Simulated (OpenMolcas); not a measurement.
**Computed levels of Ir3+**

| Property | Result |
| --- | --- |
| Program | OpenMolcas |
| Method | SS-RASPT2, IPEA 0.25 Eh, imaginary shift 0.1 Eh (closed shells correlated: 5s 5p) |
| Basis | ANO-RCC-VTZP [8s7p5d3f1g] |
| Scalar Hamiltonian | DKH2, point nucleus |
| Active space | 6 electrons in 9 orbitals (RAS2 5d 6s; RAS3 6p, at most 2 electrons) |
| State averaging | 2S+1 = 5 even, 35 roots; 2S+1 = 7 even, 1 root kept (CI in the orbitals of an earlier block); 2S+1 = 3 even, 87 roots kept (CI in the orbitals of an earlier block); 2S+1 = 1 even, 86 roots kept (CI in the orbitals of an earlier block); 2S+1 = 5 odd, 75 roots (3 in the spin-orbit step); 2S+1 = 7 odd, 3 roots kept (CI in the orbitals of an earlier block); 2S+1 = 3 odd, 82 roots kept (CI in the orbitals of an earlier block, 0 in the spin-orbit step); 2S+1 = 1 odd, 86 roots kept (CI in the orbitals of an earlier block, 0 in the spin-orbit step) |
| Spin-orbit coupling | RASSI with atomic mean-field integrals over the reference wave functions, term energies averaged over their components |

With spin-orbit coupling, above the lowest level:

| Configuration | Term | J | E (cm-1) | Term weight % | Second |
| --- | --- | --- | --- | --- | --- |
| 5d6 | 5D | 4 | 0.0 | 81 | 15 3F(1) |
| 5d6 | 5D | 2 | 5560 | 60 | 27 3P(1) |
| 5d6 | 5D | 3 | 6370 | 91 | 5 3F(1) |
| 5d6 | 5D | 1 | 9310 | 81 | 14 3P(1) |
| 5d6 | 5D | 0 | 9420 | 75 | 16 3P(1) |
| 5d6 | 3G | 4 | 15490 | 24 | 23 3H |
| 5d6 | 3G | 5 | 19710 | 55 | 45 3H |
| 5d6 | 5D | 2 | 20320 | 39 | 38 3P(1) |
| 5d6 | 3H | 6 | 20510 | 84 | 16 1I |
| 5d6 | 3F(1) | 3 | 22450 | 47 | 34 3G |
| 5d6 | 3F(1) | 2 | 23670 | 72 | 14 1D(1) |
| 5d6 | 1S(1) | 0 | 26200 | 62 | 19 5D |
| 5d6 | 3D | 1 | 27740 | 77 | 8 3P(2) |
| 5d6 | 3H | 4 | 27750 | 56 | 33 3F(1) |
| 5d6 | 3D | 2 | 29010 | 65 | 21 3P(1) |
| 5d6 | 3G | 4 | 29680 | 61 | 15 1G(1) |
| 5d6 | 3D | 3 | 30260 | 43 | 36 5d5 6s 7S |
| 5d6 | 3H | 5 | 30590 | 55 | 45 3G |
| 5d5 6s | 7S | 3 | 31010 | 54 | 31 5d6 3D |
| 5d6 | 3G | 3 | 32750 | 52 | 37 3F(1) |
| 5d6 | 1I | 6 | 35750 | 84 | 16 3H |
| 5d6 | 3P(2) | 0 | 36110 | 81 | 17 3P(1) |
| 5d6 | 3P(1) | 1 | 36570 | 74 | 17 3D |
| 5d6 | 1F | 3 | 37340 | 62 | 33 3F(2) |
| 5d6 | 1G(1) | 4 | 40100 | 55 | 16 3F(1) |
| 5d6 | 1D(1) | 2 | 41370 | 55 | 22 3P(2) |
| 5d6 | 3P(2) | 1 | 44630 | 88 | 5 5D |
| 5d6 | 3F(2) | 4 | 48560 | 80 | 8 3G |
| 5d6 | 3F(2) | 2 | 48910 | 83 | 6 3D |
| 5d5 6s | 5S | 2 | 49900 | 66 | 10 3P |
| 5d6 | 3P(1) | 0 | 52640 | 49 | 31 1S(1) |
| 5d6 | 3F(2) | 3 | 54270 | 30 | 19 5d5 6s 5G |
| 5d6 | 3P(2) | 2 | 55450 | 64 | 12 1D(1) |
| 5d6 | 3F(2) | 3 | 56410 | 28 | 12 5d5 6s 5G |
| 5d5 6s | 5G | 2 | 56410 | 57 | 15 3F |
| 5d6 | 1G(2) | 4 | 56700 | 81 | 7 3F(2) |
| 5d5 6s | 5G | 4 | 58780 | 67 | 12 5D |
| 5d5 6s | 5D | 2 | 60120 | 39 | 37 5P |
| 5d5 6s | 5G | 3 | 60170 | 51 | 22 5P |
| 5d5 6s | 5G | 5 | 60910 | 94 | 6 5F |

Spin-orbit coupling puts the lowest level 8506 cm-1 below the lowest spin-free term.

CASPT2 breaks the degeneracy within a term, and the mean is taken; among the terms shown or strongly mixed into the levels shown the widest spread is 180 cm-1 (5d6 3F(2)). Some high roots are left out of the spin-orbit mixing, which shifts the levels that they would mix with. Terms from blocks run as CI alone lack orbitals of their own. A single d shell beside an s shell can misplace configurations of different d count against each other. Only configurations of the active space appear. The first state left out of the spin-orbit step lies near 79000 cm-1 above the lowest spin-free state of the reference (among the parities and spins computed), and the list stops at four fifths of that energy or lower. The table shows the lowest 40 of 42 levels.

The term weight is that of the spin-free term in the level, not the purity of its configuration. A number in round brackets counts repeated terms of one configuration in the order of the reference energies.
